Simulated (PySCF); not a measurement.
## Radial density of Sn⁺ (tin, charge +1)

r2SCANh, [Kr] 4d10 5s1 5p1 5d1, one real determinant (an excited configuration). Computed with PySCF 2.14 in x2c-QZVPPall with one added diffuse shell each of s, p, d, f type (14s10p8d5f1g, 128 functions), with scalar relativity by spin-free X2C-1e.

```tsv
r (bohr)	4πr²ρ (e/bohr)	4πr²(ρα − ρβ)
0.0304	58.73	0.0083
0.0511	59.97	0.0234
0.0859	82.30	0.0368
0.145	61.24	-0.0089
0.243	66.76	0.0862
0.409	36.95	0.0028
0.688	22.52	0.1954
1.16	13.91	0.0400
1.95	2.559	1.0917
3.27	0.7214	0.6961
5.51	0.1867	0.1867
9.26	0.01516	0.0152
15.6	1.253e-05	0.0000
```

Densities and radii are taken from the X2C orbitals without a picture-change correction, which distorts them close to the nucleus.

⟨L²⟩ = 8.01 against 12 for a pure F term, so this real determinant mixes terms. The outer electron is Rydberg-like, and this basis confines it to a smaller radius and binds it less than a complete one would.

**Question.** Where is the radial spin density 4πr²(ρα − ρβ) most negative, and why is it negative at all?

**Answer.** Around r = 0.145 bohr, down to -0.0089 e/bohr: exchange with the open shell polarises the paired shells in an unrestricted calculation.
